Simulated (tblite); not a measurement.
Input of a run (GFN2-xTB geometry optimisation, gas phase (tblite 0.8.0)), started from a force field or distance geometry:
```
{"job": {"kind": "relax", "xc": "GFN2-xTB", "basis": "xTB"}, "charge": 0, "multiplicity": 2}
N      2.062700    -0.211100     0.155600
C      0.678200    -0.072900     0.028200
C      0.137000     1.014900    -0.623700
C     -1.259200     1.175700    -0.730100
C     -2.103000     0.224800    -0.133700
C     -1.565800    -0.861800     0.533900
C     -0.173500    -1.005300     0.625800
H      2.678200     0.437300    -0.317100
H      2.459000    -1.034000     0.587000
H      0.767300     1.766600    -1.075000
H     -1.686200     2.018400    -1.245000
H     -2.225000    -1.593700     0.996900
H      0.226000    -1.858300     1.179600
```

Output (eV, eV/Å):
```
step      E/eV     max force
  0    -508.87812    2.146
  1    -508.95722    0.724
  2    -508.97415    0.329
  3    -508.98273    0.237
  4    -508.98596    0.132
  5    -508.98790    0.133
  6    -508.99049    0.186
  7    -508.99332    0.220
  8    -508.99578    0.222
  9    -508.99774    0.174
 10    -509.00015    0.168
 11    -509.00376    0.236
 12    -509.00784    0.245
 13    -509.01253    0.155
 14    -509.01424    0.116
 15    -509.01519    0.110
 16    -509.01583    0.086
 17    -509.01635    0.047
 18    -509.01670    0.047
 19    -509.01699    0.052
 20    -509.01736    0.046
 21    -509.01762    0.037
 22    -509.01783    0.042
 23    -509.01803    0.044
 24    -509.01830    0.045
 25    -509.01859    0.043
 26    -509.01880    0.027
 27    -509.01893    0.026
 28    -509.01902    0.030
 29    -509.01909    0.020
 30    -509.01915    0.015
 31    -509.01918    0.011
 32    -509.01920    0.013
 33    -509.01922    0.014
 34    -509.01925    0.011
 35    -509.01926    0.007
```

**Question.** Summarise the run.

**Answer.** The energy falls by 0.141 eV over 35 L-BFGS steps, the largest force on an atom goes from 2.15 to 0.007 eV/Å, and the atoms move by 0.069 Å rms after alignment. The bond that changes most is C4–C5 (ends: carbon bonded to 2 C and H; carbon bonded to 2 C), which shortens by 0.040 Å. Bonds longer at the end by more than 0.005 Å: 1 of 13; shorter: 7. Among the angles that change most is H8–N1–H9, from 118.9° to 113.9°. Among the dihedrals that turn most is H8–N1–C2–C3, from -7° to -23°. The energy never rose by more than 1e-5 eV on the way. The first step brought 56 % of the lowering.

**Question.** What are the final bond lengths?

**Answer.** N1–C2 1.386 Å, C2–C3 1.395 Å, C3–C4 1.390 Å, C4–C5 1.364 Å, C5–C6 1.364 Å, C6–C7 1.390 Å, C2–C7 1.395 Å, N1–H8 1.007 Å, N1–H9 1.007 Å, C3–H10 1.082 Å, C4–H11 1.080 Å, C6–H12 1.080 Å, C7–H13 1.081 Å. Numbering counts from 1 in the input's order; the species is `Nc1cc[c]cc1` [radical].

Hardware: an Arm Neoverse V2 with one thread, no GPU (shared host). Cost: 0.12 s wall.

Its GFN2-xTB frequencies are all real (lowest 224 cm⁻¹).

These are computed values.
